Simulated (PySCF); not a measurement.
Members of one family of related compounds. The calculation used PySCF, TDDFT CAM-B3LYP/def2-SVPD, vertical, gas phase, core orbitals frozen in the response. Geometries: PBE0-D3(BJ)/def2-SVP; one conformer of each isolated species. Triplets are in the Tamm–Dancoff approximation. 'Strongest' means the level of largest summed f among the lowest 10 singlets; it needn't be the same kind of state in each.

Problem. Rank by computed energy of the strongest computed level, highest first.
A. `Fc1ccnnn1`
B. `C=Cc1cc(SC)nnn1`
C. `FC(F)(F)c1ccnnn1`
D. `CCc1cc(SC)nnn1`
E. `C(C)(c1ccnnn1)(C)C`

Solution. A (7.74 eV), C (7.57 eV), E (7.37 eV), B (5.41 eV), D (5.20 eV).

```csv
SMILES,strongest (eV),f (strongest),T1 (eV),f (S1),HOMO (eV),gap (eV),S1 mainly
Fc1ccnnn1,7.74,0.29,2.70,0.005,-9.21,7.91,H→L (97%)
FC(F)(F)c1ccnnn1,7.57,0.41,2.69,0.005,-9.37,7.87,H→L (81%)
CC(C)(C)c1ccnnn1,7.37,0.49,2.72,0.005,-8.56,7.89,H→L (97%)
C=Cc1cc(SC)nnn1,5.41,0.37,2.73,0.004,-8.36,7.30,H-1→L+1 (70%)
CCc1cc(SC)nnn1,5.20,0.26,2.74,0.005,-8.35,7.68,H-1→L (97%)
```

H and L stand for HOMO and LUMO.

- `Fc1ccnnn1`: Löwdin shares by element: HOMO nitrogen 87%, carbon 5% or more; LUMO nitrogen 44% or more, carbon 35% or more (atoms not listed hold the other 22%).
- `FC(F)(F)c1ccnnn1`: Löwdin shares by element: HOMO nitrogen 87%, carbon 5% or more; LUMO nitrogen 42% or more, carbon 37% or more (atoms not listed hold the other 21%).
- `CC(C)(C)c1ccnnn1`: Löwdin shares by element: HOMO nitrogen 84%, carbon 6% or more; LUMO nitrogen 44% or more, carbon 33% or more (atoms not listed hold the other 22%).
- `C=Cc1cc(SC)nnn1`: Löwdin shares by element: HOMO sulfur 54%, carbon 26% or more (atoms not listed hold the other 21%); LUMO carbon 46% or more, nitrogen 14% or more (atoms not listed hold the other 40%).
- `CCc1cc(SC)nnn1`: Löwdin shares by element: HOMO sulfur 54%, carbon 25% or more (atoms not listed hold the other 21%); LUMO nitrogen 43% or more, carbon 30% or more (atoms not listed hold the other 27%).
